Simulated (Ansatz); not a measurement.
Cost and result for the atomization energy of `Cl[SiH](Cl)[O][GeH3]` (9 atoms, 8 bonds).

```xyz
9

Cl   -1.773   -1.859    0.729
Si   -0.830   -0.129    1.283
Cl    0.740   -0.645    2.489
O    -0.315    0.673   -0.006
Ge    0.788    0.363   -1.382
H    -1.769    0.699    2.052
H     2.177    0.064   -0.806
H     0.224   -0.827   -2.169
H     0.759    1.662   -2.190
```

Charge 0, multiplicity 1. Correlated methods include outer-core shells of Ge, which these sets cover unevenly. Scalar relativity is left out up to krypton. The structure was optimised at the PBE0-D4/def2-TZVP level. It is one conformer, not always the lowest. Program: Ansatz. All runs use 4 threads of an Arm Neoverse V1 on a shared host. Times are those of one run each, without the atoms' runs, and a repeat can differ threefold. Electronic energies, without spin–orbit coupling; frozen cores. CCSD(T)/CBS adds CCSD(T) − MP2 in def2-TZVPP to the MP2 limit, and its time is that of the two runs behind it. T1 = 0.011. With those shells the extrapolation isn't a true limit. B3LYP takes the VWN-RPA correlation (the form of Gaussian; ORCA's B3LYP/G).

CCSD(T)/CBS is a level of theory with its own doubt, some kJ/mol a heavy atom from the limit and from the frozen cores, so smaller differences don't rank the functionals.

| level | functions | wall time |
| --- | --- | --- |
| PBE-D4/def2-TZVPP (with forces) | 261 | 3.1 s |
| PBE0-D4/def2-TZVPP | 261 | 4.8 s |
| r2SCAN-D4/def2-TZVPP (with forces) | 261 | 6.5 s |
| B3LYP-D4/def2-TZVPP (with forces) | 261 | 7 s |
| B2PLYP/def2-TZVPP | 261 | 7 s |
| ωB97X-V/def2-TZVPP | 261 | 11 s |
| ωB97M-V/def2-TZVPP (with forces) | 261 | 16 s |
| MP2/def2-QZVPP | 476 | 26 s |
| CCSD(T)/def2-TZVPP | 261 | 4.1 min |
| CCSD(T)/CBS(def2) | – | 4.6 min |

Q: What atomization energy does each give, and how far from CCSD(T)/CBS? (Estimate.)

A: Computed: 
```json
{"level": "PBE-D4/def2-TZVPP (with forces)", "atomization (kcal/mol)": "690.3", "difference from CCSD(T)/CBS": "-6.6", "per bond": "-0.8"}
{"level": "PBE0-D4/def2-TZVPP", "atomization (kcal/mol)": "683.1", "difference from CCSD(T)/CBS": "-13.8", "per bond": "-1.7"}
{"level": "r2SCAN-D4/def2-TZVPP (with forces)", "atomization (kcal/mol)": "695.3", "difference from CCSD(T)/CBS": "-1.6", "per bond": "-0.2"}
{"level": "B3LYP-D4/def2-TZVPP (with forces)", "atomization (kcal/mol)": "683.3", "difference from CCSD(T)/CBS": "-13.6", "per bond": "-1.7"}
{"level": "B2PLYP/def2-TZVPP", "atomization (kcal/mol)": "679.5", "difference from CCSD(T)/CBS": "-17.4", "per bond": "-2.2"}
{"level": "ωB97X-V/def2-TZVPP", "atomization (kcal/mol)": "698.1", "difference from CCSD(T)/CBS": "1.2", "per bond": "0.1"}
{"level": "ωB97M-V/def2-TZVPP (with forces)", "atomization (kcal/mol)": "693.2", "difference from CCSD(T)/CBS": "-3.7", "per bond": "-0.5"}
{"level": "MP2/def2-QZVPP", "atomization (kcal/mol)": "703.1", "difference from CCSD(T)/CBS": "6.2", "per bond": "0.8"}
{"level": "CCSD(T)/def2-TZVPP", "atomization (kcal/mol)": "676.9", "difference from CCSD(T)/CBS": "-20.0", "per bond": "-2.5"}
{"level": "CCSD(T)/CBS(def2)", "atomization (kcal/mol)": "696.9", "difference from CCSD(T)/CBS": "0.0", "per bond": "0.0"}
```

In def2-TZVPP, CCSD(T) changes the Hartree–Fock value by +167.9 kcal/mol (the triples alone add +10.8 kcal/mol) and MP2 by +182.2 kcal/mol; breaking electron pairs costs correlation energy, which Hartree–Fock lacks. From PBE to PBE0 (25 % exact exchange), in def2-TZVPP and without D4, the atomization energy moves by −6.3 kcal/mol: exact exchange takes away binding that semilocal exchange gives to molecules. The D4 term adds +10.9 kcal/mol with B3LYP and +5.8 kcal/mol with PBE0; it sums over pairs of atoms, weighted by their polarisabilities, and B3LYP, whose exchange is more repulsive, gets the larger term.

For some Ge, Se and Sn compounds the MP2-based and the directly extrapolated limit differ by 10 to 25 kJ/mol.
